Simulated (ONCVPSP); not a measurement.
**Hardness and transferability of assorted potentials**

Generated with ld1.x 7.5 (TM, RRKJ, ultrasoft, PAW), atompaw 4.2 or ONCVPSP 4.0.1. The cutoff is in Ry: for ld1.x and atompaw files where the sum of valence levels is converged to 10 mRy in a Bessel basis, for ONCV files where the hardest occupied wave has 1 mHa per electron of residual kinetic energy. The error is the largest all-electron minus pseudo excitation energy over each file’s own four to seven test configurations (ionisations up to +4, promotions, holes and added fractions of an electron), all of which were solved. The labels leave out finer settings (local radius, basis sizes, second energies), which also bear on the numbers. Spin-polarised tests are not counted. The rows are a selection from randomly drawn settings: files with unsolved tests, undetermined cutoffs or missed reference levels are left out.

A true bound ghost makes a file unfit for plane-wave use even where its test errors are small: the radial tests pick states by their node count and pass the ghost by.

| element | potential | cutoff (Ry) | largest error (meV) | bound ghosts |
| --- | --- | --- | --- | --- |
| Nb | ONCV, PBE, fully relativistic, rc 1.15/1.75/1.90 (spd), local smoothed, core correction yes, reference 4s2 4p6 4d3, qcut 5.3/9.3/5.6, projectors 2/2/3 | 171 | -4.2 | d5/2, d3/2 |
| Nb | ONCV, PBE, fully relativistic, rc 1.70/2.00/2.35 (spd), local smoothed, core correction yes, reference 4s2 4p6 4d4 5s0.5 5p0.5, qcut 6.6/8.2/7.7, projectors 2/2/2 | 32 | -2.4 | none |
| Tc | ONCV, PBE, scalar-relativistic, rc 1.70/1.65/2.05 (spd), local smoothed, core correction yes, reference 4s2 4p6 4d5 5s1, qcut 6.8/8.8/6.4, projectors 2/2/2 | 43 | +11 | none |
| Tc | ONCV, LDA (Perdew-Zunger), scalar-relativistic, rc 1.40/1.15/2.40/2.10 (spdf), local smoothed, core correction yes, reference 4s2 4p6 4d5 5s1.5, qcut 8.2/5.8/5.7/4.7, projectors 2/2/2/3 | 260 | +8.5 | none |
| Ag | ONCV, PBE, scalar-relativistic, rc 2.60/1.20/1.50 (spd), local smoothed, core correction yes, reference 4p6 4d10 5s1, qcut 2.2/14.2/11.7, projectors 3/1/2 | 118 | -31 | s |
| Re | ONCV, PBEsol, scalar-relativistic, rc 1.85/1.30/1.85 (spd), local smoothed, core correction yes, reference 5s2 5p6 5d5 6s1, qcut 5.9/6.3/4.3, projectors 2/1/2 | 185 | +167 | none |

**Question.** Fill in the row for Fe: ONCV, PW91, scalar-relativistic, rc 1.15/1.25/0.90 (spd), local d, core correction yes, reference 3s2 3p6 3d6 4s2, qcut 11.8/12.5/12.5, projectors 2/2/0.

**Answer.** cutoff 204 Ry, largest error -15 meV, bound ghosts: p.
